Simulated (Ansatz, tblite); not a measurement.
Series (H2GaX)2: gap (eV) at several levels, gas phase, relaxed structures; Ansatz, xTB through tblite. The structures are stationary points that may keep the symmetry of their start.

```csv
species,state,geometry,GFN1-xTB,PBE-D4/def2-SVP,PBE-D4/def2-TZVP,r2SCAN-D4/def2-TZVP,PBE0-D4/def2-SVP
(H2Ga-mu-H)2 (Ga2H6),singlet,PBE0-D4/def2-TZVP,6.89,5.46,5.48,6.09,7.49
(H2Ga-mu-F)2 (Ga2H4F2),singlet,PBE0-D4/def2-SVP,6.71,5.89,5.80,6.56,8.12
(H2Ga-mu-Cl)2 (Ga2H4Cl2),singlet,PBE-D4/def2-SVP,6.83,5.38,5.38,6.08,7.49
(H2Ga-mu-OH)2 (Ga2O2H6),singlet,PBE-D4/def2-SVP,6.22,5.01,4.94,5.71,7.21
(H2Ga-mu-PSiH3)2 (Ga2Si4P2H16),singlet,r2SCAN-D4/def2-SVP,4.59,4.83,4.63,5.07,6.62
```

(1) Estimate the column for GFN2-xTB.

(1) (H2Ga-mu-H)2 (Ga2H6) 5.30; (H2Ga-mu-F)2 (Ga2H4F2) 6.16; (H2Ga-mu-Cl)2 (Ga2H4Cl2) 6.34; (H2Ga-mu-OH)2 (Ga2O2H6) 5.92; (H2Ga-mu-PSiH3)2 (Ga2Si4P2H16) 4.21.

Over the 5 species that have every level, the mean is 6.25 at GFN1-xTB, 5.58 at GFN2-xTB, 5.31 at PBE-D4/def2-SVP, 5.25 at PBE-D4/def2-TZVP, 5.90 at r2SCAN-D4/def2-TZVP, 7.38 at PBE0-D4/def2-SVP. Orbital gaps grow with the share of exact exchange and aren't one observable across functionals.
